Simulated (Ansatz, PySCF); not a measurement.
CH6OSSi. Atoms are numbered in the order given.

```xyz
10

Si     0.9130    -0.2975    -0.5290
O      1.8375    -0.6727     0.8023
S     -0.7872     0.9437    -0.1642
C     -1.9721    -0.2810     0.4837
H      0.4066    -1.5535    -1.1672
H      1.7969     0.4892    -1.4230
H      1.4484    -1.2564     1.4595
H     -2.0458    -1.1562    -0.1780
H     -1.7069    -0.6034     1.5004
H     -2.9520     0.2130     0.5216
```

Geometry: PBE0-D3(BJ)/def2-SVP. Other conformers were not sampled.

Vertical ionisation energy (IE) and electron affinity (EA) in eV. Rows of orbital energies are one-electron estimates. Where ΔSCF, EOM or ADC give a negative EA the extra electron is unbound and the value depends on the basis.

```tsv
level	IE	EA
−ε(HOMO), −ε(LUMO), PBE0/def2-TZVP (PySCF)	7.07	-0.02
−ε(HOMO), −ε(LUMO), PBE/def2-TZVP (PySCF)	5.85	0.85
ΔSCF, CAM-B3LYP/def2-SVPD (Ansatz), final states of multiplicity 2 and 2	9.34	-1.20
ΔSCF, PBE/def2-SVPD (Ansatz), final states of multiplicity 2 and 2	9.15	-0.91
```

Question: What vertical singlet–triplet gap does ΔSCF give with CAM-B3LYP/def2-SVPD (Ansatz, an electronic-structure program) and with PBE/def2-SVPD (Ansatz)? (An estimate is asked for; the answer gives what the named calculation found.)

Answer: 5.50 and 5.12 eV (triplet above singlet where positive).
